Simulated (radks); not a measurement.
Values are calculated unless marked as measured or tabulated.
All-electron atom: Ru7+ in [Kr] 4d1. Code: a radial shooting solver on a logarithmic mesh with Libxc functionals. Model: scalar-relativistic Kohn-Sham, LB94 model potential, spin-polarised, spherical densities, finite nucleus; open shells are filled with parallel spins first (spin-orbit coupling, left out, can overturn this in heavy ions); Fermi nuclear charge, rms radius 4.4809 fm.

Normalised radial functions P(r) = r R(r), r in bohr:

| r | 4s down | 4p down |
|---|---|---|
| 0.001499 | 0.0593 | 0.0013 |
| 0.001967 | 0.0751 | 0.0021 |
| 0.002582 | 0.0944 | 0.0035 |
| 0.003389 | 0.1175 | 0.0057 |
| 0.004449 | 0.1445 | 0.0092 |
| 0.005886 | 0.1755 | 0.0152 |
| 0.007726 | 0.2070 | 0.0245 |
| 0.01014 | 0.2362 | 0.0391 |
| 0.01331 | 0.2568 | 0.0614 |
| 0.01747 | 0.2594 | 0.0946 |
| 0.02293 | 0.2315 | 0.1418 |
| 0.0301 | 0.1600 | 0.2043 |
| 0.03951 | 0.0365 | 0.2790 |
| 0.05186 | -0.1320 | 0.3531 |
| 0.06808 | -0.3098 | 0.3995 |
| 0.09007 | -0.4268 | 0.3741 |
| 0.1182 | -0.3812 | 0.2325 |
| 0.1552 | -0.1208 | -0.0372 |
| 0.2037 | 0.2897 | -0.3688 |
| 0.2674 | 0.6236 | -0.5997 |
| 0.3509 | 0.5949 | -0.5382 |
| 0.4606 | 0.0918 | -0.1068 |
| 0.6046 | -0.6425 | 0.5310 |
| 0.7936 | -1.1345 | 1.0211 |
| 1.042 | -1.1070 | 1.0982 |
| 1.367 | -0.7025 | 0.7931 |
| 1.809 | -0.2747 | 0.3693 |
| 2.375 | -0.0635 | 0.1064 |
| 3.117 | -0.0074 | 0.0164 |
| 4.091 | -0.0004 | 0.0011 |
| 5.37 | 0.0000 | 0.0000 |

4s down: eigenvalue -191.27 eV, 3 radial nodes at r = 0.0421, 0.169, 0.477 bohr, <r> = 0.974 bohr, 90 % of the charge inside 1.41 bohr. 4p down: eigenvalue -159.37 eV, 2 radial nodes at r = 0.150, 0.483 bohr, <r> = 1.05 bohr, 90 % of the charge inside 1.53 bohr.
